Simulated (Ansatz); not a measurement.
`ClC[SiH2][TeH]` + `C=CCS` → `S[SiH2]CCl` + `C=CC[TeH]`  (formal exchange of groups at the Si–Te bond)

Program: Ansatz. Geometries: PBE0-D4/def2-TZVP. ΔE: electronic, gas phase. CBS: MP2 limit from def2 TZ/QZ plus the TZ coupled-cluster correction, frozen cores. DFT in def2-TZVPP. B3LYP here is the variant with VWN-RPA as its local correlation; programs differ in this. Elements past krypton have def2 core potentials. For Te outer-core shells are correlated without core-valence functions, which leaves a few kJ/mol of doubt a bond. One conformer a species, not always the lowest.

| level | ΔE (kJ/mol) | difference from CCSD(T)/CBS |
| --- | --- | --- |
| PBE-D4 | -13.6 | 3.1 |
| PBE0-D4 | -11.8 | 4.9 |
| B3LYP-D4 | -16.5 | 0.2 |
| HF/def2-TZVPP | -11.6 | 5.1 |
| MP2/def2-TZVPP | -19.1 | -2.4 |
| SCS-MP2/def2-TZVPP | -19.0 | -2.3 |
| CCSD/def2-TZVPP | -17.2 | -0.5 |
| HF/def2-QZVPP | -11.8 | 4.9 |
| SCS-MP2/def2-QZVPP | -18.2 | -1.5 |
| MP2/CBS(def2) | -17.5 | -0.8 |
| CCSD(T)/CBS | -16.7 | 0 |

Largest T1 diagnostic among the species: 0.011.

In def2-TZVPP, CCSD(T) changes the Hartree–Fock value by −6.7 kJ/mol (the triples alone add −1.1 kJ/mol) and MP2 by −7.5 kJ/mol.
